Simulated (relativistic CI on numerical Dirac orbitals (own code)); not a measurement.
**Ni2+ in a cubic cluster: 2p photoemission with charge transfer**

Computed with a charge-transfer multiplet model of a cubic metal-ligand cluster with up to 2 ligand holes, Slater and spin-orbit integrals from Dirac-Coulomb-Breit ions, Slater integrals scaled by 0.9. The ground state mixes d8 with configurations of k ligand holes L, whose averages lie at kΔ + k(k − 1)U_dd/2; a core hole lowers each added d electron by U_cd. 300 K, Lorentzian 0.6 eV and Gaussian 0.8 eV FWHM.

Atomic integrals in eV (Slater integrals scaled, ζ unscaled), ground: F2dd 10.953, F4dd 6.797, zeta_d 0.080; with the core hole: F2dd 12.575, F4dd 7.855, zeta_d 0.114, zeta_core 11.406, F2cd 7.542, G1cd 5.754, G3cd 3.273.

Cluster parameters (eV): Δ = 1.7, U_dd = 7.1, U_cd = 8.8, 10Dq = 1.4, 10Dq(ligand) = 0.9, final-state hopping factor = 0.8.

| Case | n_d | d8 | d9L | d10L2 | S |
| --- | --- | --- | --- | --- | --- |
| V(eg) = 0.8 eV, V(t2g) = -0.4 eV | 8.09 | 0.91 | 0.09 | 0.00 | 1.00 |
| V(eg) = 1.1 eV, V(t2g) = -0.55 eV | 8.15 | 0.86 | 0.14 | 0.00 | 1.00 |
| V(eg) = 1.4 eV, V(t2g) = -0.7 eV | 8.20 | 0.80 | 0.19 | 0.00 | 1.00 |
| V(eg) = 2 eV, V(t2g) = -1 eV | 8.30 | 0.71 | 0.27 | 0.01 | 1.00 |
| V(eg) = 2.3 eV, V(t2g) = -1.15 eV | 8.34 | 0.68 | 0.31 | 0.02 | 1.00 |

Weights, n_d and S are thermal averages at 300 K. Binding energies count from the first peak over 30 % of the highest in each spectrum, which can be another peak from case to case. The parameters are a model scan and need not match a compound or its usual spin state. Peaks in eV (height, largest 100):
- V(eg) = 0.8 eV, V(t2g) = -0.4 eV: 0.0 (40), 5.1 (100), 6.3 (84), 17.4 (16), 19.8 (15), 23.7 (56), 24.6 (51)
- V(eg) = 1.1 eV, V(t2g) = -0.55 eV: 0.0 (76), 3.9 (42), 5.6 (100), 6.8 (85), 10.2 (24), 17.5 (32), 20.4 (27), 24.2 (58), 25.1 (54)
- V(eg) = 1.4 eV, V(t2g) = -0.7 eV: 0.0 (100), 4.1 (52), 6.1 (77), 7.3 (68), 10.7 (21), 17.4 (43), 20.9 (34), 24.7 (46), 25.5 (46)
- V(eg) = 2 eV, V(t2g) = -1 eV: 0.0 (100), 4.9 (48), 7.5 (31), 8.6 (30), 11.9 (11), 17.4 (45), 22.0 (30), 26.7 (23)
- V(eg) = 2.3 eV, V(t2g) = -1.15 eV: 0.0 (100), 5.5 (46), 8.3 (20), 9.4 (21), 12.6 (8), 17.5 (46), 22.6 (28), 27.5 (17)

For the case V(eg) = 1.4 eV, V(t2g) = -0.7 eV, Δ = 1.7 eV is smaller than U_dd = 7.1 eV, the charge-transfer side of the Zaanen-Sawatzky-Allen scheme. With the core hole the average of the configuration with one ligand hole lies at Δ − U_cd = -7.1 eV before mixing: it lies below the unscreened one, so the lowest final states are mostly screened and the unscreened weight appears at higher binding energy as a satellite.
